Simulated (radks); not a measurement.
Excited configurations of Pb XIII: one electron is placed in a higher orbital outside [Xe] 4f14 5d1. The ground configuration is [Xe] 4f14 5d2. Calculated with a radial shooting solver on a logarithmic mesh with Libxc functionals: Dirac Kohn-Sham, BLYP, spin-unpolarised, spherical densities, point nucleus; open shells are shared between the two j in proportion to 2j + 1. Excitation = E - E(ground); binding = E(ion) - E, where the ion is the core of charge +13; n* = 13/sqrt(2 binding) in atomic units. These energies are relativistic, and a one-electron ion of charge +13 with no core already has n* below n in this formula (Dirac formula, point nucleus, mean over j: 5f 4.999, 6s 5.996, 6p 5.998, 6d 5.999, 6f 5.999, 7s 6.996, 7p 6.997, 7d 6.999, 7f 6.999). The quantum defect is therefore taken as that value minus n*, so that it holds no relativistic shift of the bare ion. Eigenvalue and <r> are those of j = l + 1/2.

5f: excitation (eV) 73.450; binding (eV) 148.73; n* 3.932; quantum defect 1.067; eigenvalue (eV) -139.95; <r> (bohr) 1.355
6s: excitation (eV) 45.635; binding (eV) 176.55; n* 3.609; quantum defect 2.387; eigenvalue (eV) -169.28; <r> (bohr) 1.555
6p: excitation (eV) 68.232; binding (eV) 153.95; n* 3.865; quantum defect 2.133; eigenvalue (eV) -144.49; <r> (bohr) 1.743
6d: excitation (eV) 98.172; binding (eV) 124.01; n* 4.306; quantum defect 1.693; eigenvalue (eV) -117.81; <r> (bohr) 1.990
6f: excitation (eV) 128.90; binding (eV) 93.282; n* 4.965; quantum defect 1.034; eigenvalue (eV) -88.911; <r> (bohr) 2.427
7s: excitation (eV) 114.96; binding (eV) 107.22; n* 4.631; quantum defect 2.365; eigenvalue (eV) -103.39; <r> (bohr) 2.522
7p: excitation (eV) 125.87; binding (eV) 96.309; n* 4.886; quantum defect 2.111; eigenvalue (eV) -91.408; <r> (bohr) 2.775
7d: excitation (eV) 140.96; binding (eV) 81.217; n* 5.321; quantum defect 1.678; eigenvalue (eV) -77.719; <r> (bohr) 3.124
7f: excitation (eV) 157.26; binding (eV) 64.919; n* 5.951; quantum defect 1.048; eigenvalue (eV) -62.036; <r> (bohr) 3.696

The Delta-SCF ionisation energy is 222.18 eV (NIST Atomic Spectra Database: 224 eV, theoretical). Self-interaction in the functional shifts the binding energies and quantum defects, so they are the method's values and not measured ones. Spin polarisation and multiplet splitting are left out, so open shells lie too high by an amount that depends on their filling. Sharing an open shell by 2j + 1 raises it above the true ground level by a part of the spin-orbit splitting, which enters the differences from NIST.

Beside tabulated values, note that spin-unpolarised runs miss the spin-polarisation part of the exchange energy of open shells.
